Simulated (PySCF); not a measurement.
Polarisability and C₆ of Pt²⁺ (platinum, charge +2)

[Xe] 4f14 5d7 6s1, high-spin 5F determinant (an excited configuration). All numbers are calculated (PySCF 2.14, scalar relativity through the core potential, in aug-cc-pVTZ-PP with ECP60MDF). Coupled (time-dependent) response in atomic units; α is the mean over directions.

```json
{"method": "LC-wPBE", "mean α (bohr³)": "16.53", "C₆ (like pair)": "110.9", "S(−4)": "107.9"}
```

S(−4) is the Cauchy moment in α(ω) = α(0) + S(−4) ω² + …

Spin-orbit coupling is absent.

α(iu) at LC-wPBE:

```
u (hartree)  α(iu) (bohr³)
          0          16.53
     0.0500          16.27
      0.100          15.55
      0.200          13.43
      0.300          11.31
      0.500          8.236
      0.750          6.004
       1.00          4.645
       1.50          3.062
       2.00          2.173
       3.00          1.244
       5.00         0.5487
```

A single London oscillator, α(iu) = α/(1 + u²/ω²), gives C₆ = (3/4) ω α². Matching the computed C₆ needs ω = 4 × 110.9 / (3 × 16.53²) = 0.541 hartree.

For an ion, C₆ is the dispersion term alone; charge-induced terms of lower order in 1/R come first.

Energies and moments cover only the electrons outside the core potential. Spin-orbit coupling, absent here, splits the open shell strongly.
